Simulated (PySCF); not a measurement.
C3H3F4, SMILES C(F)(F)(C[CH]F)F (connectivity only; charge and spin as stated), charge +1, multiplicity 1.

Geometry optimised at PBE0-D3(BJ)/def2-SVP. The multiplicity is an assumed one; no other spin state was optimised. The isomer is the one that the SMILES or the coordinates give; other isomers of the formula were not compared. One conformer was computed; it need not be the lowest.

Vertical ionisation energy (IE) and electron affinity (EA) in eV. Rows of orbital energies are one-electron estimates. Where ΔSCF, EOM or ADC give a negative EA the extra electron is unbound and the value depends on the basis.

```csv
level,IE,EA
"−ε(HOMO), −ε(LUMO), HF/def2-TZVP (PySCF)",___,___
"−ε(HOMO), −ε(LUMO), PBE/def2-TZVP (PySCF)",14.80,11.42
```

Q: What belongs in the gaps? (Estimate from the structure and the level; the computed values follow.)

A: 
- −ε(HOMO), −ε(LUMO), HF/def2-TZVP (PySCF), IE: 21.03
- −ε(HOMO), −ε(LUMO), HF/def2-TZVP (PySCF), EA: 5.95
